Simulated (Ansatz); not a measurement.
Cost and result for the atomization energy of `C=C(N)[SiH](O)[InH2]` (14 atoms, 13 bonds).

```xyz
14

C     1.499    0.821    1.173
C     0.721    0.309    0.224
N     0.857   -1.048   -0.219
Si   -0.984    0.945   -0.314
O    -1.012    1.352   -1.926
In   -1.659   -1.503    0.088
H     2.332    0.271    1.610
H     1.306    1.810    1.569
H     0.918   -1.117   -1.229
H     1.640   -1.540    0.196
H    -1.282    2.156    0.507
H    -0.606    2.188   -2.163
H    -1.759   -2.068    1.718
H    -1.971   -2.577   -1.233
```

Total charge 0; spin multiplicity 1. Correlated methods include outer-core shells of In, which these sets cover unevenly. In takes the def2 core potential. Geometry: relaxed with PBE0-D4/def2-TZVP. It is one conformer, not always the lowest. Program: Ansatz. All runs use 2 threads of an AMD EPYC 7R13 on a shared host and a share of an NVIDIA H100 80 GB. Times are those of one run each, without the atoms' runs, and a repeat can differ threefold. Electronic energies, without spin–orbit coupling; frozen cores. CCSD(T)/CBS adds CCSD(T) − MP2 in def2-TZVPP to the MP2 limit, and its time is that of the two runs behind it. T1 = 0.013. With those shells the extrapolation isn't a true limit. B3LYP takes the VWN-RPA correlation (the form of Gaussian; ORCA's B3LYP/G). HSE06 is the plane-wave form, built on full-range PBE exchange.

CCSD(T)/CBS is a level of theory with its own doubt, some kJ/mol a heavy atom from the limit and from the frozen cores, so smaller differences don't rank the functionals.

| level | functions | wall time |
| --- | --- | --- |
| LDA (SPW92)/def2-TZVPP | 328 | 2 s |
| BHLYP-D4/def2-TZVPP | 328 | 2.1 s |
| HSE06-D4/def2-TZVPP | 328 | 2.4 s |
| ωB97X-V/def2-TZVPP | 328 | 2.7 s |
| PBE-QIDH/def2-TZVPP | 328 | 2.9 s |
| B97M-V/def2-TZVPP | 328 | 3 s |
| r2SCANh-D4/def2-TZVPP | 328 | 3.6 s |
| CCSD(T)/def2-SVP | 140 | 3.7 s |
| ωB97M-V/def2-TZVPP (with forces) | 328 | 3.8 s |
| MP2/def2-QZVPP | 620 | 4.1 s |
| B3LYP-D4/def2-TZVPP (with forces) | 328 | 4.7 s |
| CCSD(T)/def2-TZVPP | 328 | 13 s |
| CCSD(T)/CBS(def2) | – | 17 s |

What atomization energy does each give, and how far from CCSD(T)/CBS? (An estimate is asked.)

Computed: 
```csv
level,atomization (kcal/mol),difference from CCSD(T)/CBS,per bond
LDA (SPW92)/def2-TZVPP,1331.2,172.2,13.2
BHLYP-D4/def2-TZVPP,1119.2,-39.8,-3.1
HSE06-D4/def2-TZVPP,1154.7,-4.3,-0.3
ωB97X-V/def2-TZVPP,1161.6,2.6,0.2
PBE-QIDH/def2-TZVPP,1143.9,-15.1,-1.2
B97M-V/def2-TZVPP,1159.6,0.6,0.0
r2SCANh-D4/def2-TZVPP,1148.3,-10.7,-0.8
CCSD(T)/def2-SVP,1080.4,-78.6,-6.0
ωB97M-V/def2-TZVPP (with forces),1160.9,1.9,0.1
MP2/def2-QZVPP,1158.2,-0.8,-0.1
B3LYP-D4/def2-TZVPP (with forces),1153.2,-5.8,-0.4
CCSD(T)/def2-TZVPP,1124.9,-34.1,-2.6
CCSD(T)/CBS(def2),1159.0,0.0,0.0
```

From PBE to PBE0 (25 % exact exchange), in def2-TZVPP and without D4, the atomization energy moves by −20.6 kcal/mol: exact exchange takes away binding that semilocal exchange gives to molecules. Leaving LDA and LC-ωPBE aside and taking each functional with its dispersion term where it has one, the values, not all of them listed here, spread over 56.8 kcal/mol, from BHLYP-D4 to PBE-D4. LDA lies +164.1 kcal/mol from PBE without D4, its usual overbinding. At CCSD(T), def2-SVP lies −78.6 kcal/mol from the extrapolated value and def2-TZVPP −34.1 kcal/mol: correlation converges slowly with the basis, and small sets miss more of it in the bonded molecule than in its fragments.

Spin–orbit coupling would lower the free In atoms strongly, and the atomization energy with them, by more than many differences here.
